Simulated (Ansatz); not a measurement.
Mulliken charges of `F[SiH]1[SiH2][SiH2]1` from r2SCAN/def2-TZVPP in Ansatz (PBE0-D4/def2-TZVP geometry).

| atom | x (Å) | y (Å) | z (Å) | charge (e) |
| --- | --- | --- | --- | --- |
| F1 | -1.904 | 1.117 | -1.530 | -0.312 |
| Si2 | -0.658 | 0.193 | -1.133 | 0.453 |
| Si3 | 1.096 | 0.758 | 0.258 | 0.070 |
| Si4 | -0.390 | -0.996 | 0.828 | 0.070 |
| H5 | -0.206 | -0.573 | -2.322 | -0.074 |
| H6 | 0.909 | 1.873 | 1.221 | -0.045 |
| H7 | 2.509 | 0.616 | -0.178 | -0.059 |
| H8 | -0.091 | -2.451 | 0.821 | -0.059 |
| H9 | -1.177 | -0.584 | 2.017 | -0.045 |

Q: By hand: the dipole of these point charges (1 e Å = 4.8032 D).

A: Σ q r = (0.230, -0.185, 0.028) e Å, of length 0.296 e Å = 1.42 D.

Q: How does the dipole of the full density compare? (Best estimate.)

A: The calculation gave: (0.192, -0.133, 0.088) e Å, 1.20 D; the point charges give 1.18 times that, at 16° from its direction.

Point charges leave out the atoms' own dipoles, such as those of lone pairs, and Mulliken's split depends on the basis, so the two needn't agree.
